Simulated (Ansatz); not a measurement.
Compare A (`CC(S)=[Se]`) with its isomer B (`CC(=S)[SeH]`).

Gas-phase electronic energies from Ansatz, PBE0-D4/def2-TZVP geometries. CBS: MP2 limit from def2 TZ/QZ plus the TZ coupled-cluster correction, frozen cores. Functionals use def2-TZVPP. B3LYP here is the variant with VWN-RPA as its local correlation; programs differ in this. For Se outer-core shells are correlated without core-valence functions, which leaves a few kJ/mol of doubt a bond. Scalar relativity is left out up to krypton. Each species was taken in one conformer, which may not be the lowest.

Problem. Which isomer does CCSD(T)/CBS put lower? Give the gap. (Best estimate.)

Solution. Ansatz gave: A, by 0.7 kcal/mol.

Problem. Give E(B) − E(A) in kcal/mol with r2SCAN-D4, B3LYP-D4, PBE0-D4, B3LYP, CCSD(T)/def2-TZVPP, HF/def2-TZVPP, ωB97M-V. (Estimate.)

Solution. The calculation gave: r2SCAN-D4 0.2, B3LYP-D4 0.1, PBE0-D4 0.3, B3LYP 0.1, CCSD(T)/def2-TZVPP -0.3, HF/def2-TZVPP -0.4, ωB97M-V -0.2. The order is the other way round with CCSD(T)/def2-TZVPP, HF/def2-TZVPP, ωB97M-V.

Largest T1 diagnostic: 0.016.
